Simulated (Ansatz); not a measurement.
SiH$_{3}$SF$_{3}$, singlet: at a first-order saddle point.

in.yaml

```yaml
crystal:
  periodic: [false, false, false]
  atoms:
    - {symbol: Si, position_ang: [-0.584003, -0.078982, -0.455834]}
    - {symbol: S, position_ang: [0.571705, -0.305073, 1.602176]}
    - {symbol: F, position_ang: [0.140881, -0.397222, -1.835031]}
    - {symbol: F, position_ang: [-1.799287, 0.939736, -0.438983]}
    - {symbol: H, position_ang: [-1.296009, -1.360215, -0.272457]}
    - {symbol: H, position_ang: [0.940423, 0.935312, 0.699446]}
    - {symbol: F, position_ang: [0.558075, 1.394903, -0.328631]}
    - {symbol: H, position_ang: [1.468215, -1.128459, 1.029314]}
basis:
  gaussian: {orbitals: STO-3G}
hamiltonian: {xc: hf}
```

Launched with

```bash
ansatz run in.yaml --threads 4 --pin off --events-out ev --progress --plain --max-ram 9574MiB
```

What Ansatz 0.2.0 printed:

```
Functional definition: HF
  name "HF"
  cite "Fock, Z. Phys. 61, 126 (1930) doi:10.1007/BF01340294"
  parent pbe
  exchange = exact_x
  correlation = 0
456 factors; integrals over basis functions are off by at most 3.8e-5 eV
mean field evaluation 1: about -26516.1948 eV, gradient 2.8e1 eV
mean field evaluation 2: about -26516.3210 eV, gradient 2.9e1 eV
mean field evaluation 4: about -26519.8639 eV, gradient 1.3e0 eV
mean field evaluation 8: about -26519.8747 eV, gradient 7.6e-5 eV
mean field -26519.87465420 eV, -974.5874177253 hartree, gradient 8.4e-6 eV, S^2 0.000000; 0 other end points of the search recorded, 0 dependent functions left out
reference -26519.87465420 eV, -974.5874177253 hartree; 30, 30 occupied and 6, 6 virtual orbitals, 456 factors
Total energy: -26519.87465420 eV, -974.5874177253 hartree
```

The lines “mean field evaluation” count trial sets of orbitals through the whole run, from several starts and some on an approximate energy, so they need not fall steadily or lie above the final value.

The run took about 0.1 s on 4 CPU threads of an Arm Neoverse V2 (shared host).
